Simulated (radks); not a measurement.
Results of a calculation; reference values are marked as such.
All-electron atom: W10+ in [Kr] 4d10 4f14 5s2 5p2.

Code: a radial shooting solver on a logarithmic mesh with Libxc functionals. Model: scalar-relativistic Kohn-Sham, SCAN, spin-polarised, spherical densities, finite nucleus; open shells are filled with parallel spins first (spin-orbit coupling, left out, can overturn this in heavy ions); meta-GGA in the generalised Kohn-Sham scheme; Fermi nuclear charge, rms radius 5.3658 fm.

Energy parts (Ry):
total: -32224.8977
kinetic: 35502.3213
electron-nucleus: -78886.3629
Hartree: 11795.9797
exchange-correlation: -636.8358

Orbitals (lengths in bohr, moments of r in powers of bohr; r(90%) holds 90 % of the orbital's charge):
\begin{tabular}{lrrrrrr}
orbital & occ. & eigenvalue (Ry) & <r^4> & <r^2> & r(90%) & <r> \\ \hline
1s up & 1 & -5125.131 & 5.824e-07 & 0.0004631 & 0.0334 & 0.01835 \\
1s down & 1 & -5125.111 & 5.824e-07 & 0.0004631 & 0.0334 & 0.01835 \\
2s up & 1 & -896.7151 & 0.00008745 & 0.007114 & 0.120 & 0.07753 \\
2s down & 1 & -896.7040 & 0.00008745 & 0.007114 & 0.120 & 0.07753 \\
2p up & 3 & -785.5783 & 0.00006876 & 0.005890 & 0.113 & 0.06943 \\
2p down & 3 & -785.5599 & 0.00006875 & 0.005890 & 0.113 & 0.06943 \\
3s up & 1 & -216.6533 & 0.003204 & 0.04610 & 0.294 & 0.2008 \\
3s down & 1 & -216.6442 & 0.003204 & 0.04610 & 0.294 & 0.2008 \\
3p up & 3 & -183.5287 & 0.003456 & 0.04692 & 0.301 & 0.2011 \\
3p down & 3 & -183.5157 & 0.003456 & 0.04692 & 0.301 & 0.2011 \\
3d up & 5 & -145.3773 & 0.002682 & 0.03899 & 0.283 & 0.1824 \\
3d down & 5 & -145.3605 & 0.002681 & 0.03899 & 0.283 & 0.1824 \\
4s up & 1 & -54.65917 & 0.07504 & 0.2277 & 0.644 & 0.4492 \\
4s down & 1 & -54.64224 & 0.07506 & 0.2278 & 0.644 & 0.4494 \\
4p up & 3 & -43.74090 & 0.09965 & 0.2589 & 0.693 & 0.4772 \\
4p down & 3 & -43.72618 & 0.09940 & 0.2588 & 0.692 & 0.4772 \\
4d up & 5 & -29.84602 & 0.1448 & 0.3009 & 0.764 & 0.5100 \\
4d down & 5 & -29.81738 & 0.1435 & 0.2998 & 0.762 & 0.5092 \\
5s up & 1 & -17.29435 & 1.751 & 1.119 & 1.42 & 1.003 \\
5s down & 1 & -17.04700 & 1.732 & 1.113 & 1.41 & 0.9996 \\
4f up & 7 & -14.43473 & 0.3487 & 0.4135 & 0.949 & 0.5824 \\
4f down & 7 & -14.36161 & 0.3333 & 0.4053 & 0.937 & 0.5773 \\
5p up & 2 & -14.24640 & 2.671 & 1.378 & 1.58 & 1.112 \\
\end{tabular}

The highest occupied level is 5p up at -193.83 eV. The density falls to 0.001 e/bohr^3 at r = 2.25 bohr. The electron density at the nucleus is 1.516e+06 e/bohr^3 (large components only). For comparison, the ionisation energy in NIST's Atomic Spectra Database is 209 eV (semi-empirical). In exact Kohn-Sham theory the highest level is minus the ionisation energy, but local and semilocal functionals leave it too shallow, through self-interaction and a potential that decays too fast; potentials with the right tail come closer. The spin density at the nucleus is -1.18 e/bohr^3 (1s -1.82, 2s 0.80, 3s 4.65, 4s 8.72, 5s -13.54). Summed over all electrons, <r^2> = 16.55 bohr^2, which gives a Langevin (diamagnetic) susceptibility term of -13.1 x 10^-6 cm^3/mol.

Empty levels of this run are not shown, since the potential may be unsettled where no density lies.
